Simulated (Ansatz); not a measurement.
Species: C₂H₆SSi, SMILES `C=[SiH]SC` (C–Si–S–C torsion 0°) (charge 0, multiplicity 1), formula C$_{2}$H$_{6}$SSi.

### Question
How many basis functions does frozen-core CCSD(T)/def2-TZVPP // PBE0-D3(BJ)/def2-TZVP in Ansatz (an electronic-structure program) use, how many core orbitals are frozen, and how many electrons are correlated?

### Answer
230 basis functions and 12 frozen orbitals, which leaves 24 correlated electrons. Core time is of the order of minutes.
